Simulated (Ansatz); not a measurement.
Molecule: C2H7O2Si, charge 0, multiplicity 2. It need not be the lowest isomer of its formula. 
Structure (B3LYP-D3(BJ)/def2-TZVP (Ansatz, a quantum-chemistry and plane-wave program) minimum search):
```
Si
O 1 1.6486
H 2 0.9605 1 118.43
O 1 1.6546 2 114.12 3 -46.19
C 1 1.8613 2 105.33 3 -168.99
H 5 1.0903 1 110.70 2 -176.56
H 5 1.0907 6 108.61 1 121.61
H 5 1.0917 6 108.95 7 117.48
C 1 1.8829 2 111.80 3 67.02
H 9 1.0894 1 111.25 2 174.70
H 9 1.0900 10 108.73 1 -123.25
H 9 1.0933 10 109.19 11 -118.33
```
Charge 0, spin multiplicity 2.

Atomisation energy built up term by term with Ansatz (kcal/mol; UHF references for open shells; valence terms freeze the core; atomic spin-orbit terms are left out). CBS marks a two-point X^-3 extrapolation of the correlation energy; Hartree-Fock from the larger set.

| term | basis | kcal/mol |
|---|---|---|
| Hartree-Fock | cc-pV(Q+d)Z | … |
| CCSD correlation | CBS(cc-pV(T+d)Z,cc-pV(Q+d)Z) | 265.53 |
| (T) | CBS(cc-pV(T+d)Z,cc-pV(Q+d)Z) | … |
| core correlation | cc-pwCVTZ | 3.11 |
| scalar relativity (X2C) | cc-pVTZ-DK against cc-pVTZ | -1.57 |
| sum: De |  | … |

**Question.** Some entries are withheld; supply them.

**Answer.** 
- Hartree-Fock, kcal/mol: 814.71
- (T), kcal/mol: 15.69
- sum: De, kcal/mol: 1097.5
